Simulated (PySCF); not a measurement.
PySCF input for B(F)2(Me) (CH3BF2), SMILES CB(F)F, PBE-D3(BJ)/def2-SVP. 

```python
import numpy as np
from pyscf import gto, scf, dft
from pyscf.geomopt import geometric_solver

mol = gto.M(
    atom='''
    B     0.03210200   -0.03553457    0.05419518
    F     1.31485264   -0.32901491   -0.02970955
    F    -0.54560086   -0.50768465    1.14060321
    C    -0.72727819    0.78966141   -1.04510800
    H    -1.73135650    1.06015486   -0.73506685
    H    -0.80438667    0.21276996   -1.96508201
    H    -0.18436364    1.69707546   -1.29822189
    ''',
    basis='def2-SVP',
    charge=0,
    spin=0,
    max_memory=1600,
    verbose=3,
)
mf = dft.RKS(mol, xc='pbe').density_fit(auxbasis='def2-universal-jkfit')
mf.disp = 'd3bj'
mf.grids.level = 3
mf.conv_tol = 1e-9
mf.max_cycle = 100
mf.kernel()
grad = mf.nuc_grad_method()
grad.grid_response = mol.nao <= 150
conv, mol_eq = geometric_solver.kernel(grad, convergence_set='GAU_TIGHT', maxsteps=100)
print(mol_eq.tostring(format='xyz'))
mf.reset(mol_eq)
mf.kernel()
```

Program output:

```
[...]
0 B     0.0000338593     0.0000670204    -0.0000337827
1 F    -0.0000153396     0.0000172969    -0.0000051543
2 F     0.0000001876    -0.0000486271     0.0000510141
3 C    -0.0001262829    -0.0001702559    -0.0000374979
4 H     0.0000330131     0.0000519879    -0.0000113043
5 H     0.0000207540     0.0000626232     0.0000056189
6 H     0.0000538085     0.0000199546     0.0000311063
----------------------------------------------
cycle 27: E = -264.093858154  dE = -4.10041e-07  norm(grad) = 0.000266859
Step   26 : Displace = 5.266e-03/7.350e-03 (rms/max) Trust = 3.000e-01 (=) Grad = 1.009e-04/2.153e-04 (rms/max) E (change) = -264.0938581540 (-4.100e-07) Quality = 1.523
Hessian Eigenvalues: 1.33720e-04 5.52869e-04 1.70088e-03 ... 5.54660e-01 5.73622e-01 6.92344e-01

Geometry optimization cycle 28
Cartesian coordinates (Angstrom)
 Atom        New coordinates             dX        dY        dZ
   B   0.029946  -0.064339   0.036009    0.002518  0.007629  0.004485
   F   1.348724  -0.266623  -0.012382    0.003833  0.015163  0.009370
   F  -0.617597  -0.698091   1.016666    0.003866  0.011193  0.007737
   C  -0.710686   0.828470  -1.013530   -0.001148 -0.005447 -0.004189
   H  -1.659206   1.244191  -0.623460    0.002428  0.002622 -0.003828
   H  -0.968582   0.195698  -1.891398   -0.009791 -0.018476  0.007486
   H  -0.068630   1.648121  -1.390293   -0.001705 -0.012683 -0.021061
converged SCF energy = -264.093858683085
--------------- DFRKS_Scanner gradients ---------------
         x                y                z
0 B     0.0000592231     0.0000603534    -0.0000339665
1 F    -0.0000345519     0.0000195863    -0.0000048282
2 F    -0.0000011265    -0.0000483917     0.0000521662
3 C    -0.0001286165    -0.0001509824    -0.0000307246
4 H     0.0000322795     0.0000494396    -0.0000159294
5 H     0.0000200348     0.0000528292     0.0000067875
6 H     0.0000527574     0.0000171655     0.0000264949
----------------------------------------------
cycle 28: E = -264.093858683  dE = -5.29099e-07  norm(grad) = 0.000256922
Step   27 : Displace = 6.757e-03/9.584e-03 (rms/max) Trust = 3.000e-01 (=) Grad = 9.711e-05/2.007e-04 (rms/max) E (change) = -264.0938586831 (-5.291e-07) Quality = 1.442
Hessian Eigenvalues: 1.20951e-04 4.83357e-04 1.68945e-03 ... 5.42273e-01 5.74055e-01 6.91748e-01

Geometry optimization cycle 29
Cartesian coordinates (Angstrom)
 Atom        New coordinates             dX        dY        dZ
   B   0.032107  -0.058068   0.039517    0.002161  0.006271  0.003508
   F   1.351777  -0.255141  -0.005388    0.003052  0.011482  0.006995
   F  -0.614493  -0.688250   1.023081    0.003104  0.009841  0.006416
   C  -0.711470   0.824220  -1.016810   -0.000784 -0.004250 -0.003280
   H  -1.657782   1.245078  -0.626729    0.001424  0.000887 -0.003269
   H  -0.975362   0.180960  -1.885313   -0.006779 -0.014738  0.006085
   H  -0.070809   1.638629  -1.406748   -0.002179 -0.009492 -0.016455
converged SCF energy = -264.093859023058
--------------- DFRKS_Scanner gradients ---------------
         x                y                z
0 B     0.0000521349     0.0000263552    -0.0000190685
1 F    -0.0000357858     0.0000126380    -0.0000017804
2 F    -0.0000015940    -0.0000249994     0.0000279139
3 C    -0.0000698476    -0.0000681163    -0.0000151007
4 H     0.0000187818     0.0000238634    -0.0000110691
5 H     0.0000105225     0.0000242092     0.0000057776
6 H     0.0000257883     0.0000060499     0.0000133272
----------------------------------------------
cycle 29: E = -264.093859023  dE = -3.39973e-07  norm(grad) = 0.000137939
Step   28 : Displace = 4.677e-03/6.742e-03 (rms/max) Trust = 3.000e-01 (=) Grad = 5.214e-05/9.872e-05 (rms/max) E (change) = -264.0938590231 (-3.400e-07) Quality = 1.287
Hessian Eigenvalues: 1.33082e-04 4.70823e-04 1.68343e-03 ... 5.31521e-01 5.73560e-01 6.89945e-01

Geometry optimization cycle 30
Cartesian coordinates (Angstrom)
 Atom        New coordinates             dX        dY        dZ
   B   0.032721  -0.056641   0.040212    0.000614  0.001428  0.000695
   F   1.352494  -0.253226  -0.004470    0.000718  0.001915  0.000918
   F  -0.613567  -0.685488   1.024799    0.000926  0.002761  0.001717
   C  -0.711657   0.823370  -1.017435   -0.000188 -0.000850 -0.000626
   H  -1.658161   1.244024  -0.627542   -0.000379 -0.001054 -0.000812
   H  -0.975786   0.177916  -1.884295   -0.000425 -0.003044  0.001018
   H  -0.072075   1.637474  -1.409658   -0.001267 -0.001155 -0.002910
converged SCF energy = -264.093859094258
--------------- DFRKS_Scanner gradients ---------------
         x                y                z
0 B     0.0000109633     0.0000027350    -0.0000018593
1 F    -0.0000097487     0.0000036746    -0.0000004685
2 F     0.0000019876    -0.0000035896     0.0000042258
3 C    -0.0000163375    -0.0000159047    -0.0000058109
4 H     0.0000047855     0.0000063059    -0.0000022901
5 H     0.0000019027     0.0000047147     0.0000024745
6 H     0.0000064472     0.0000020642     0.0000037285
----------------------------------------------
cycle 30: E = -264.093859094  dE = -7.12e-08  norm(grad) = 3.14298e-05
Step   29 : Displace = 4.130e-04/6.134e-04 (rms/max) Trust = 3.000e-01 (=) Grad = 1.188e-05/2.353e-05 (rms/max) E (change) = -264.0938590943 (-7.120e-08) Quality = 1.199
Hessian Eigenvalues: 1.39180e-04 4.81467e-04 1.68913e-03 ... 5.28576e-01 5.72450e-01 6.87770e-01

Geometry optimization cycle 31
Cartesian coordinates (Angstrom)
 Atom        New coordinates             dX        dY        dZ
   B   0.032752  -0.057030   0.039884    0.000030 -0.000389 -0.000328
   F   1.352396  -0.254365  -0.005635   -0.000098 -0.001138 -0.001165
   F  -0.613326  -0.685776   1.024666    0.000241 -0.000287 -0.000133
   C  -0.711734   0.823690  -1.017092   -0.000076  0.000320  0.000343
   H  -1.658988   1.242786  -0.627361   -0.000828 -0.001237  0.000181
   H  -0.974406   0.179135  -1.885077    0.001380  0.001219 -0.000781
   H  -0.072725   1.638986  -1.407775   -0.000650  0.001512  0.001883
converged SCF energy = -264.093859102855
--------------- DFRKS_Scanner gradients ---------------
         x                y                z
0 B     0.0000096524     0.0000015484    -0.0000036626
1 F    -0.0000049544     0.0000004722     0.0000000640
2 F    -0.0000027274    -0.0000018793     0.0000040369
3 C    -0.0000008089    -0.0000013234    -0.0000021053
4 H    -0.0000002848     0.0000015149     0.0000009250
5 H    -0.0000006984     0.0000000453    -0.0000003633
6 H    -0.0000001785    -0.0000003781     0.0000011053
----------------------------------------------
cycle 31: E = -264.093859103  dE = -8.59745e-09  norm(grad) = 1.31572e-05
Step   30 : Displace = 1.088e-03/1.541e-03 (rms/max) Trust = 3.000e-01 (=) Grad = 4.973e-06/1.044e-05 (rms/max) E (change) = -264.0938591029 (-8.597e-09) Quality = 1.213
Hessian Eigenvalues: 1.08155e-04 4.84467e-04 1.69381e-03 ... 5.24248e-01 5.70864e-01 6.88083e-01

Geometry optimization cycle 32
Cartesian coordinates (Angstrom)
 Atom        New coordinates             dX        dY        dZ
   B   0.032619  -0.057378   0.039698   -0.000133 -0.000348 -0.000186
   F   1.352187  -0.255208  -0.006167   -0.000210 -0.000844 -0.000532
   F  -0.613479  -0.686155   1.024432   -0.000153 -0.000380 -0.000233
   C  -0.711690   0.823950  -1.016891    0.000044  0.000260  0.000202
   H  -1.659268   1.242430  -0.627299   -0.000280 -0.000357  0.000061
   H  -0.973657   0.180024  -1.885554    0.000749  0.000890 -0.000478
   H  -0.072743   1.639764  -1.406609   -0.000017  0.000778  0.001166
converged SCF energy = -264.093859103378
--------------- DFRKS_Scanner gradients ---------------
         x                y                z
0 B    -0.0000109123    -0.0000042421     0.0000068615
1 F     0.0000053710    -0.0000008909    -0.0000010612
2 F     0.0000043215     0.0000041737    -0.0000052590
3 C     0.0000012018     0.0000002209    -0.0000008196
4 H     0.0000005683    -0.0000002588     0.0000005093
5 H    -0.0000009342    -0.0000005132     0.0000002730
6 H     0.0000003839     0.0000015104    -0.0000005040
----------------------------------------------
cycle 32: E = -264.093859103  dE = -5.22732e-10  norm(grad) = 1.68932e-05
Step   31 : Displace = 5.182e-04/7.264e-04 (rms/max) Trust = 3.000e-01 (=) Grad = 6.385e-06/1.357e-05 (rms/max) E (change) = -264.0938591034 (-5.227e-10) Quality = 0.640
Hessian Eigenvalues: 7.47180e-05 5.08230e-04 1.78032e-03 ... 5.59180e-01 6.66118e-01 6.91256e-01

Geometry optimization cycle 33
Cartesian coordinates (Angstrom)
 Atom        New coordinates             dX        dY        dZ
   B   0.032646  -0.057452   0.039619    0.000027 -0.000074 -0.000079
   F   1.352191  -0.255367  -0.006453    0.000005 -0.000158 -0.000286
   F  -0.613351  -0.686259   1.024409    0.000128 -0.000104 -0.000024
   C  -0.711744   0.823999  -1.016806   -0.000054  0.000049  0.000084
   H  -1.659495   1.242122  -0.627260   -0.000227 -0.000308  0.000040
   H  -0.973349   0.180291  -1.885740    0.000308  0.000267 -0.000185
   H  -0.072929   1.640094  -1.406159   -0.000186  0.000329  0.000450
converged SCF energy = -264.093859103889
--------------- DFRKS_Scanner gradients ---------------
         x                y                z
0 B     0.0000033908     0.0000021326    -0.0000035716
1 F    -0.0000016309    -0.0000007307    -0.0000001959
2 F    -0.0000014523    -0.0000010607     0.0000025529
3 C     0.0000005823    -0.0000003946     0.0000006944
4 H    -0.0000003112     0.0000002397     0.0000005542
5 H    -0.0000002659     0.0000002145     0.0000001703
6 H    -0.0000003128    -0.0000004008    -0.0000002043
----------------------------------------------
cycle 33: E = -264.093859104  dE = -5.11193e-10  norm(grad) = 6.60831e-06
Step   32 : Displace = 2.389e-04/3.333e-04 (rms/max) Trust = 3.000e-01 (=) Grad = 2.498e-06/5.367e-06 (rms/max) E (change) = -264.0938591039 (-5.112e-10) Quality = 2.251
Hessian Eigenvalues: 8.79223e-05 5.03428e-04 1.83241e-03 ... 5.64490e-01 6.87780e-01 7.78768e-01

Geometry optimization cycle 34
Cartesian coordinates (Angstrom)
 Atom        New coordinates             dX        dY        dZ
   B   0.032642  -0.057421   0.039648   -0.000004  0.000031  0.000029
   F   1.352196  -0.255293  -0.006378    0.000004  0.000074  0.000075
   F  -0.613365  -0.686218   1.024436   -0.000013  0.000042  0.000027
   C  -0.711741   0.823974  -1.016831    0.000003 -0.000025 -0.000025
   H  -1.659477   1.242148  -0.627303    0.000018  0.000027 -0.000044
   H  -0.973377   0.180211  -1.885714   -0.000027 -0.000080  0.000025
   H  -0.072909   1.640026  -1.406247    0.000019 -0.000068 -0.000087
converged SCF energy = -264.093859103704
--------------- DFRKS_Scanner gradients ---------------
         x                y                z
0 B    -0.0000011171     0.0000044517    -0.0000055674
1 F     0.0000015716    -0.0000013114    -0.0000001105
2 F    -0.0000011883    -0.0000017583     0.0000034037
3 C     0.0000007598    -0.0000009225     0.0000009406
4 H     0.0000006499     0.0000000334     0.0000000457
5 H     0.0000000082     0.0000006766     0.0000009460
6 H    -0.0000006841    -0.0000011696     0.0000003419
----------------------------------------------
cycle 34: E = -264.093859104  dE = 1.84912e-10  norm(grad) = 8.85417e-06
Step   33 : Displace = 3.731e-05/5.233e-05 (rms/max) Trust = 3.000e-01 (=) Grad = 3.347e-06/7.215e-06 (rms/max) E (change) = -264.0938591037 (+1.849e-10) Quality = -2.635
Hessian Eigenvalues: 8.79223e-05 5.03428e-04 1.83241e-03 ... 5.64490e-01 6.87780e-01 7.78768e-01
Converged! =D

7
XYZ from PySCF
B           0.03264238       -0.05742087        0.03964759
F           1.35219559       -0.25529319       -0.00637770
F          -0.61336472       -0.68621776        1.02443619
C          -0.71174111        0.82397437       -1.01683140
H          -1.65947743        1.24214839       -0.62730345
H          -0.97337650        0.18021093       -1.88571449
H          -0.07290943        1.64002570       -1.40624667
converged SCF energy = -264.093859103885
```

The run converged.

Cost: roughly 2.2 core-minutes.
